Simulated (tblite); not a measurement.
Species: C5H9AlO.
Atom-mapped SMILES: `[CH:1]#[C:2][AlH:3][O:4][CH:5]([CH3:6])[CH3:7]` (hydrogens: H8 on C1; H9 on Al3; H10 on C5; H11, H12, H13 on C6; H14, H15, H16 on C7)

Computed with GFN2-xTB (tblite), gas phase: L-BFGS steps from a force-field or distance-geometry start until the largest atomic force falls under 0.01 eV/Å.

The end geometry, which sets the zero of energy:
```
atom  x, y, z in Å
C1      4.1065    0.6260   -1.1648
C2      3.2256    0.3035   -0.3995
Al3     1.8108   -0.2093    0.8366
O4      0.2267   -0.3168    0.4195
C5     -1.1247   -0.3010    0.0571
C6     -1.3133    0.5315   -1.2089
C7     -1.9607    0.2526    1.2085
H8      4.8781    0.9063   -1.8283
H9      2.1135   -0.5628    2.2877
H10    -1.4318   -1.3379   -0.1454
H11    -0.7004    0.1281   -2.0113
H12    -2.3563    0.5218   -1.5141
H13    -1.0045    1.5575   -1.0205
H14    -3.0165    0.2334    0.9517
H15    -1.7998   -0.3435    2.1037
H16    -1.6607    1.2779    1.4164
```

Task: These geometries come from the run, each turned onto the end geometry. Order them by energy, lowest first.
A.
```
atom  x, y, z in Å
C1      3.8200    0.6246   -1.2891
C2      3.1585    0.2091   -0.3635
Al3     1.8171   -0.2718    0.9661
O4      0.2346   -0.3738    0.5489
C5     -1.0806   -0.3055    0.0818
C6     -1.1220    0.5581   -1.1782
C7     -1.9903    0.2536    1.1719
H8      4.4287    0.9734   -2.0789
H9      2.1144   -0.5564    2.4307
H10    -1.4029   -1.3277   -0.1667
H11    -0.3729    0.1993   -1.8824
H12    -2.1040    0.5202   -1.6439
H13    -0.8914    1.5912   -0.9220
H14    -3.0263    0.2421    0.8437
H15    -1.8895   -0.3471    2.0731
H16    -1.7007    1.2779    1.3968
```
B.
```
atom  x, y, z in Å
C1      3.9326    0.6353   -1.2495
C2      3.1625    0.3300   -0.3672
Al3     1.8141   -0.2148    0.9262
O4      0.2345   -0.3442    0.5020
C5     -1.0965   -0.3087    0.0765
C6     -1.1934    0.5388   -1.1883
C7     -1.9887    0.2462    1.1840
H8      4.6257    0.9074   -1.9967
H9      2.1426   -0.5632    2.3739
H10    -1.4076   -1.3386   -0.1536
H11    -0.5515    0.1169   -1.9581
H12    -2.2178    0.5668   -1.5480
H13    -0.8562    1.5502   -0.9698
H14    -3.0193    0.2843    0.8412
H15    -1.9302   -0.3879    2.0659
H16    -1.6585    1.2490    1.4498
```
C.
```
atom  x, y, z in Å
C1      3.7151    0.5204   -1.4265
C2      2.9679    0.2232   -0.5295
Al3     1.7764   -0.2200    0.9518
O4      0.2540    0.4426    1.0317
C5     -0.8970   -0.0042    0.3493
C6     -0.9416    0.5938   -1.0469
C7     -2.1958    0.2530    1.0987
H8      4.3729    0.7851   -2.2139
H9      2.1286   -1.3888    1.8606
H10    -0.7672   -1.0835    0.2624
H11    -0.0125    0.3850   -1.5746
H12    -1.7695    0.1710   -1.6087
H13    -1.0653    1.6711   -0.9925
H14    -3.0135   -0.2114    0.5475
H15    -2.1609   -0.1869    2.0916
H16    -2.3992    1.3169    1.1873
```
D.
```
atom  x, y, z in Å
C1      4.0566    0.6333   -1.2000
C2      3.1975    0.2943   -0.4166
Al3     1.8098   -0.2160    0.8531
O4      0.2181   -0.3365    0.4667
C5     -1.1244   -0.3045    0.0712
C6     -1.2618    0.5330   -1.1978
C7     -1.9854    0.2504    1.2028
H8      4.8104    0.9249   -1.8792
H9      2.1463   -0.5457    2.3020
H10    -1.4392   -1.3365   -0.1439
H11    -0.6337    0.1147   -1.9815
H12    -2.2963    0.5457   -1.5309
H13    -0.9323    1.5509   -0.9983
H14    -3.0326    0.2538    0.9142
H15    -1.8635   -0.3621    2.0930
H16    -1.6770    1.2675    1.4336
```
E.
```
atom  x, y, z in Å
C1      3.7799    0.6002   -1.3600
C2      3.1460    0.4362   -0.3407
Al3     1.8534   -0.2550    0.9529
O4      0.2223   -0.2606    0.7238
C5     -1.0650   -0.2532    0.1705
C6     -1.0129    0.5825   -1.1050
C7     -2.1224    0.2778    1.1410
H8      4.3416    0.7770   -2.2375
H9      2.3060   -0.9513    2.2164
H10    -1.3090   -1.2994   -0.0663
H11    -0.0753    0.3964   -1.6213
H12    -1.8335    0.3565   -1.7720
H13    -1.0446    1.6409   -0.8668
H14    -3.1165    0.0093    0.7980
H15    -1.9847   -0.1507    2.1284
H16    -2.0929    1.3606    1.2270
```

Result: D (0.002 eV), B (0.008 eV), A (0.023 eV), E (0.143 eV), C (0.548 eV).

In the order of the answer:

| step | E above end (eV) | largest force (eV/Å) | rms force component (eV/Å) | rms distance from end (Å) | rms bond change (Å) | bond most changed (Å) |
| --- | --- | --- | --- | --- | --- | --- |
| 92 | 0.002 | 0.04 | 0.013 | 0.052 | 0.001 | C2–Al3 +0.001 |
| 74 | 0.008 | 0.06 | 0.018 | 0.134 | 0.001 | O4–C5 -0.001 |
| 51 | 0.023 | 0.07 | 0.023 | 0.216 | 0.001 | Al3–H9 -0.003 |
| 24 | 0.143 | 0.23 | 0.088 | 0.397 | 0.004 | Al3–H9 -0.012 |
| 6 | 0.548 | 0.73 | 0.178 | 0.615 | 0.007 | Al3–O4 +0.021 |

The cost below is that of the whole relaxation. Time: 1.3 s wall. Hardware: Arm Neoverse N1, one thread, no GPU, shared host with 64 logical CPUs at a one-minute load of 60.
